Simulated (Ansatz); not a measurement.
**H₂S ··· CH₃I**

The pair of H₂S (SMILES S, atoms 1–3) and CH₃I (SMILES CI, atoms 4–8), both closed shells, in one local arrangement (a lower one may exist), relaxed at PBE0-D4/def2-TZVP:

```json
{"atom": "S1", "x (Å)": "0.6737", "y (Å)": "0.2112", "z (Å)": "-2.4335"}
{"atom": "H2", "x (Å)": "0.0317", "y (Å)": "1.0894", "z (Å)": "-1.6419"}
{"atom": "H3", "x (Å)": "-0.4693", "y (Å)": "-0.4132", "z (Å)": "-2.7552"}
{"atom": "C4", "x (Å)": "0.0776", "y (Å)": "-0.3710", "z (Å)": "1.3907"}
{"atom": "I5", "x (Å)": "-1.0728", "y (Å)": "1.4084", "z (Å)": "1.1669"}
{"atom": "H6", "x (Å)": "0.4768", "y (Å)": "-0.6201", "z (Å)": "0.4108"}
{"atom": "H7", "x (Å)": "0.8698", "y (Å)": "-0.1593", "z (Å)": "2.1020"}
{"atom": "H8", "x (Å)": "-0.5876", "y (Å)": "-1.1453", "z (Å)": "1.7602"}
```

Ansatz 0.2.0; basis: def2-TZVPPD, with def2-QZVPPD for the basis limit; cores frozen in the correlated methods. Filled d shells of the heavier atoms are correlated. Core potentials replace the inner electrons of the atoms past krypton. The def2 sets are not built for correlating such inner shells, so the correlated values are less sure here. B3LYP uses VWN-RPA correlation. Extrapolation: Hartree–Fock as exp(−7.88 √X), correlation as X^−2.97. Interaction energies count from these two fragments, frozen as in the pair, with the counterpoise correction; negative means bound.

Task: What is the interaction energy by CCSD(T) at an estimated basis limit (MP2 extrapolated from triple and quadruple zeta, plus CCSD(T) − MP2 in triple zeta)? (An estimate is asked for; the value comes from the calculation.)

Result: The calculation gives: -2.48 kcal/mol. Hartree–Fock alone gives 0.51 kcal/mol at the basis limit, so without correlation the pair would not bind at this distance. It counts from the two fragments frozen as in the pair.

The same quantity by other methods in triple zeta, and each one's difference from that estimate:
| method | E_int (kcal/mol) | difference |
| --- | --- | --- |
| PBE-D4 | -3.13 | -0.66 |
| revPBE-D4 | -2.72 | -0.24 |
| BLYP-D4 | -2.65 | -0.18 |
| r2SCAN-D4 | -2.43 | 0.05 |
| B97M-V | -2.54 | -0.06 |
| PBE0-D4 | -2.87 | -0.39 |
| B3LYP-D4 | -2.66 | -0.18 |
| HSE06-D4 | -2.88 | -0.40 |
| wB97X-V | -2.32 | 0.15 |
| wB97M-V | -2.35 | 0.13 |
| B2PLYP | -1.31 | 1.17 |
| HF | 0.51 | 2.99 |
| MP2 | -2.39 | 0.08 |
| CCSD | -1.52 | 0.96 |
| CCSD(T) | -1.95 | 0.53 |
Differences are method less estimate.

Task: Which atoms make the shortest contact between the fragments?

Result: H2 and H6, 2.71 Å apart.

Basis-set superposition shift (counterpoise-corrected less uncorrected): CCSD(T) 0.74; MP2 0.72; HF 0.07; PBE0-D4 0.06; wB97M-V 0.08 kcal/mol.

T1 diagnostic: at most 0.011.

For scale, one of the runs: CCSD(T)/def2-TZVPPD, 232 basis functions, launched by `ansatz run in.yaml --threads 4 --pin off --events-out ev --progress --plain --max-ram 9574MiB`. Time: 2.4 min of wall clock on 4 CPU threads of an Arm Neoverse V1; the host was shared. Peak host memory: 4.3 GiB.
